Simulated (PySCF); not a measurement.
**Stretching YC**

Set-up: Y def2-TZVPP with ECP28, C def2-TZVPP; scalar-relativistic core potentials (PySCF 2.14). Energies in eV from Y (4d1 5s2) + C in their ground configurations at the same level. State: ⁴Π (quartet), unpaired electrons σ ↑↑, π ↑.

| R (Å) | ROHF-CCSD(T) |
| --- | --- |
| 1.802 | -2.518 |
| 1.882 | -2.943 |
| 1.942 | -3.122 |
| 2.002 | -3.205 |
| 2.062 | -3.210 |
| 2.142 | -3.124 |
| 2.242 | -2.912 |
| 2.362 | -2.570 |

**Question.** Put a parabola through the three lowest points of the ROHF-CCSD(T) curve and estimate Re, k and ωe (reduced mass 10.57 u; 1 eV/Å² = 0.16022 mdyn/Å; ωe = 1302.8·√(k/μ) cm⁻¹).

**Answer.** Through R = 2.002, 2.062, 2.142 Å the second-order coefficient is 8.27 eV/Å², so Re ≈ 2.037 Å, k ≈ 2.65 mdyn/Å and ωe ≈ 652 cm⁻¹. A polynomial fit of higher order to the unrounded ROHF-CCSD(T) energies gives Re = 2.036 Å, k = 3.02 mdyn/Å, ωe = 696 cm⁻¹; anharmonicity and rounding make the difference.

The higher-order fit for each curve: ROHF-CCSD(T): Re = 2.036 Å, ωe = 696 cm⁻¹, De = 3.22 eV.

Correlated steps freeze 1 core orbital. These are scalar-relativistic numbers at best; spin–orbit coupling would shift them, the dissociation energy most. The CCSD T1 diagnostic is raised, a sign that a single reference may not be enough here. With d or f electrons several states lie close, and the lowest PBE0 determinant need not be the measured ground state.
